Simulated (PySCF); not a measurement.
PySCF 2.14 output of an unrestricted LDA calculation on a single atom or ion in aug-cc-pVTZ-PP with one added diffuse shell each of s, p, d, f, g type with ECP28MDF (7s7p6d4f3g, 113 functions), with a scalar-relativistic core potential:

```
SCF conv_tol = 1e-09
number electrons alpha = 11  beta = 5
    P. A. M. Dirac.,  Math. Proc. Cambridge Philos. Soc. 26, 376 (1930)
    F. Bloch.,  Z. Phys. 57, 545 (1929)
    S. H. Vosko, L. Wilk, and M. Nusair.,  Can. J. Phys. 58, 1200 (1980)
cycle= 1 E= -94.0589549823365  delta_E= -0.00926  |g|= 0.0891  |ddm|= 1.15
cycle= 2 E= -94.0585323871782  delta_E= 0.000423  |g|= 0.0975  |ddm|= 0.484
cycle= 3 E= -94.0614861437452  delta_E= -0.00295  |g|= 0.00264  |ddm|= 0.319
cycle= 4 E= -94.0614884674466  delta_E= -2.32e-06  |g|= 0.000159  |ddm|= 0.0129
cycle= 5 E= -94.061488821606  delta_E= -3.54e-07  |g|= 5.87e-05  |ddm|= 0.00622
cycle= 6 E= -94.0614889508537  delta_E= -1.29e-07  |g|= 1.59e-05  |ddm|= 0.00504
cycle= 7 E= -94.0614889575934  delta_E= -6.74e-09  |g|= 1.59e-06  |ddm|= 0.00148
cycle= 8 E= -94.0614889575961  delta_E= -2.73e-12  |g|= 9.18e-08  |ddm|= 4.99e-05
converged SCF energy = -94.0614889575961  <S^2> = 12.000545  2S+1 = 7.0001558
```

The run itself started from symmetry-adapted Hartree-Fock orbitals and held the occupation by maximum overlap, on a logarithmic radial grid, so the iterations belong to that start.

Which element, charge and spin multiplicity is this?

Ru (ruthenium, neutral), multiplicity 7; the state was [Kr] 4d6 5s1 6s1, high-spin 7D determinant (an excited configuration).

Energies and moments cover only the electrons outside the core potential. The outer electron is Rydberg-like, and this basis confines it to a smaller radius and binds it less than a complete one would.
